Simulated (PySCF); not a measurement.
Species: C4H8F3OSi (doublet state).
Cartesian coordinates in Å at the GFN2-xTB level; atoms count from 1:
```xyz
17
C4H8F3OSi angstrom
C      2.0409   -0.9107    0.2955
C      1.2655    0.1301   -0.5015
C     -0.1478    0.2927    0.0603
O     -0.8778   -0.8743   -0.1471
Si    -2.2226   -1.4070    0.6091
C     -0.8645    1.4528   -0.6295
F     -0.1924    2.6091   -0.4979
F     -1.0374    1.2541   -1.9383
F     -2.0824    1.6690   -0.1066
H      1.5050   -1.8561    0.2874
H      2.1651   -0.5889    1.3271
H      3.0231   -1.0622   -0.1424
H      1.7758    1.0944   -0.4704
H      1.1792   -0.1876   -1.5423
H     -0.1100    0.5473    1.1308
H     -1.9986   -1.4439    2.0490
H     -3.4280   -0.7069    0.2068
```

The hyperfine couplings belong to this conformer and change with its torsions.

As a line formula: `CC[C@H](O[SiH2])C(F)(F)F` [radical].

Method: PySCF, UKS B3LYP, pcH-1 on C F H O Si, non-relativistic, mean-field spin-orbit, GIAO. Isolated species at its GFN2-xTB geometry (one conformer only). GFN2-xTB frequencies show an imaginary mode (22i cm⁻¹), so this geometry is no minimum at that level. A GFN2-xTB geometry isn't a minimum of the functional, and hyperfine couplings can be far from their values at a DFT geometry, by a factor of two or more for some ions and for spin on atoms past the first row. No stability test was run, so a lower SCF solution isn't excluded.

Task: Predict the first-order ENDOR lines of C3, C6, C2, F7/F8/F9, H16/H17, H15 and H13 under fast tumbling at B = 342.7 mT (X band).

Result: ν± = |νn ± a/2|, one line for each electron-spin manifold; νn = |g_N| × 7.62259 MHz/T × B.

```csv
nuclei,isotope,g_N,νn (MHz),a_iso (MHz),lower line (MHz),upper line (MHz)
C3,13C,1.4048,3.67,31.74,12.20,19.54
C6,13C,1.4048,3.67,1.97,2.68,4.66
C2,13C,1.4048,3.67,-1.16,3.09,4.25
F7/F8/F9,19F,5.2577,13.73,15.62,5.93,21.54
H16/H17,1H,5.5857,14.59,75.02,22.92,52.10
H15,1H,5.5857,14.59,-2.11,13.54,15.65
H13,1H,5.5857,14.59,0.87,14.16,15.02
```

The rows for 13C, of low natural abundance, apply to labelled samples.

Task: Which pairs are centred on the nuclear Larmor frequency, and which on half the coupling?

Result: Centred on νn, since |a| < 2νn: C6, C2, F7/F8/F9, H15 and H13. Centred on |a|/2 and split by 2νn: C3 and H16/H17.

Task: At what field would the lower line of C3 fall to zero frequency?

Result: Where νn = |a|/2, that is B = 15.87 MHz/(1.4048 × 7.62259 MHz/T) = 1480 mT, as far as first order holds there.

Means are taken over nuclei equivalent by connectivity, which assumes that they swap fast. The three 19F nuclei of mean +15.6 MHz run from -0.1 to 36.2 MHz in the frozen geometry. The 1H value of +75.0 MHz is a mean of couplings from 58.8 to 91.2 MHz in this one geometry, not an average over conformers.

The run took 2.2 min of wall time (grids of density and orbitals included) on Arm Neoverse V1, one thread, on a shared host, and the process peaked at 1.1 GiB of memory.
